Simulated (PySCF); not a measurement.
GeH3I, SMILES [I][GeH3]. The structure is a stationary point at PBE0-D3(BJ)/def2-TZVP. The def2 effective core potentials stand for the cores of I; spin–orbit coupling is left out.

The numbers are results of PBE0-D3(BJ)/def2-TZVP run with PySCF 2.14.0, not measurements.

Harmonic wavenumbers (cm⁻¹): 253, 542, 542, 814, 870, 870, 2171, 2185, 2185. Rotational constants (GHz): 78.32, 1.642, 1.642; symmetry number 3.

### Question
Work out the zero-point energy and the ideal-gas rigid-rotor harmonic-oscillator thermochemistry at 298.15 K and 1 atm.

### Answer
ZPE = ½ Σ hcν = ½ × 10432 cm⁻¹ = 62.40 kJ/mol. H − E(el) = 75.12 kJ/mol. Entropy in J/(mol K): translation 174.98, rotation 94.78, vibration 13.98, total 283.74. G − E(el) = -9.48 kJ/mol. Cp = 57.53 J/(mol K).
